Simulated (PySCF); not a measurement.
Screening by computed properties: pick the candidate that meets the target.

Each SMILES stands for a single optimised conformer of the isolated species, non-relativistic unless stated. Electronic properties by PySCF.

Dipoles, sizes and rotational constants follow the conformer. The torsions of the flexible species, by atom-mapped SMILES:
- `[CH2:1]=[CH:2][CH2:3][n:4]1[cH:5][c:6]([Cl:7])[cH:8][n:9]1`: C1–C2–C3–N4 127°, C2–C3–N4–C5 -63°
- `[CH3:1][CH2:2][O:3][c:4]1[cH:5][n:6][cH:7][cH:8][n:9]1`: C1–C2–O3–C4 180°, C2–O3–C4–C5 180°
- `[CH3:1][c:2]1[cH:3][n:4][n:5]([CH3:6])[c:7]1[CH:8]=[O:9]`: N5–C7–C8–O9 0°
- `[NH2:1][C:2](=[O:3])[CH2:4][CH2:5][F:6]`: N1–C2–C4–C5 180°, C2–C4–C5–F6 180°, H–N1–C2–O3 180°, H–N1–C2–O3 0°
- `[CH3:1][O:2]/[C:3]([F:4])=[CH:5]\[O:6][C:7]([CH3:8])=[O:9]`: C1–O2–C3–F4 44°, C3–C5–O6–C7 48°, C5–O6–C7–C8 -178°
- `[H]/[N:5]=[CH:4]/[C@@H:2]([CH3:1])[NH2:3]`: C1–C2–C4–N5 -121°, H–N3–C2–C1 179°, H–N3–C2–C1 63°

Question: Wanted: smallest rotational constant above 1.1 GHz (GFN2-xTB) and HOMO–LUMO gap above 7 eV (PBE0/def2-SVPD), at GFN2-xTB geometries. Which candidate meets both?
A. `NC(=O)CCF`
B. `c1(C=O)n(C)ncc1C`
C. `C=CCn1cc(Cl)cn1`
D. `CCOc1cnccn1`
E. `C#C/C=C(\F)C#C`

Answer: A. Computed values:
```csv
species,smallest rotational constant,HOMO–LUMO gap
C=CCn1cc(Cl)cn1,0.606 GHz,6.65 eV
CCOc1cnccn1,0.829 GHz,5.81 eV
c1(C=O)n(C)ncc1C,1.009 GHz,5.55 eV
C#C/C=C(\F)C#C,1.262 GHz,5.13 eV
NC(=O)CCF,1.561 GHz,8.08 eV
```

Question: Wanted: HOMO energy below -7.3 eV (PBE0/def2-SVPD) and dipole moment below 3.4 D (PBE0/def2-SVPD), at GFN2-xTB geometries. Which candidate meets both?
A. `n1cc(OCC)ncc1`
B. `C=CCn1cc(Cl)cn1`
C. `CO/C(F)=C\OC(C)=O`
D. `NC(=O)CCF`
E. `c1c(c(n(C)n1)C=O)C`

Answer: E. Computed values:
```csv
species,HOMO energy,dipole moment
NC(=O)CCF,-7.78 eV,3.84 D
c1c(c(n(C)n1)C=O)C,-7.39 eV,2.03 D
n1cc(OCC)ncc1,-7.12 eV,1.85 D
C=CCn1cc(Cl)cn1,-6.99 eV,2.91 D
CO/C(F)=C\OC(C)=O,-6.81 eV,1.07 D
```

Question: Wanted: lowest singlet excitation between 4 eV and 4.6 eV (TDDFT PBE0/def2-SVPD) and lowest triplet excitation (Tamm–Dancoff) below 4.3 eV (TDA PBE0/def2-SVPD), at GFN2-xTB geometries. Which candidate meets both?
A. `CCOc1cnccn1`
B. `CO/C(F)=C\OC(C)=O`
C. `c1nn(CC=C)cc1Cl`
D. `Cc1cnn(C)c1C=O`
E. `C#C/C=C(\F)C#C`

Answer: A. Computed values:
```csv
species,lowest singlet excitation,lowest triplet excitation (Tamm–Dancoff)
Cc1cnn(C)c1C=O,3.83 eV,3.29 eV
CCOc1cnccn1,4.29 eV,3.61 eV
C#C/C=C(\F)C#C,4.86 eV,2.74 eV
CO/C(F)=C\OC(C)=O,5.63 eV,4.23 eV
c1nn(CC=C)cc1Cl,5.76 eV,4.47 eV
```

Question: Wanted: static isotropic polarisability between 52 au and 60 au (PBE0/def2-SVPD) and electronic spatial extent ⟨r²⟩ about the centre of nuclear charge below 1000 bohr² (PBE0/def2-SVPD), at GFN2-xTB geometries. Which candidate meets both?
A. `[H]/N=C/[C@@H](C)N`
B. `NC(=O)CCF`
C. `O(c1cnccn1)CC`
D. `CO/C(F)=C\OC(C)=O`
E. `C#C/C=C(\F)C#C`
F. `C=CCn1cc(Cl)cn1`

Answer: A. Computed values:
| species | static isotropic polarisability | electronic spatial extent ⟨r²⟩ about the centre of nuclear charge |
| --- | --- | --- |
| NC(=O)CCF | 49.6 au | 704 bohr² |
| [H]/N=C/[C@@H](C)N | 54.3 au | 449 bohr² |
| CO/C(F)=C\OC(C)=O | 73.3 au | 1285 bohr² |
| C#C/C=C(\F)C#C | 79.2 au | 856 bohr² |
| O(c1cnccn1)CC | 88.5 au | 1371 bohr² |
| C=CCn1cc(Cl)cn1 | 97.6 au | 1772 bohr² |
